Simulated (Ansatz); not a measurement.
`[CH3][Ga]([CH3])[C]#N` at its PBE0-D4/def2-TZVP geometry, where that method's forces vanish. Total charge 0; spin multiplicity 1.

```xyz
11

C    -0.0198   -0.9227   -1.6386
Ga    0.1575   -0.0543    0.1007
C    -0.9623    1.2604    1.0107
C     1.7525   -0.6025    1.1200
N     2.6866   -0.9228    1.7172
H    -0.9090   -0.5979   -2.1787
H     0.8628   -0.7101   -2.2473
H    -0.0617   -2.0068   -1.5052
H    -0.3741    2.1551    1.2307
H    -1.8339    1.5456    0.4216
H    -1.2985    0.8560    1.9690
```

(1) What forces (eV/Å) does ωB97M-V/def2-TZVPP give on these atoms in Ansatz? (An estimate is asked.)

Results:

(1) Ansatz gave: 
```
C1  -0.001 -0.016 -0.026
Ga2 -0.063  0.023 -0.042
C3  -0.017  0.020  0.017
C4   0.229 -0.078  0.147
N5  -0.186  0.063 -0.119
H6   0.074 -0.033  0.034
H7  -0.073 -0.021  0.041
H8   0.002  0.084 -0.020
H9  -0.054 -0.067 -0.014
H10  0.067 -0.016  0.056
H11  0.021  0.040 -0.074
```
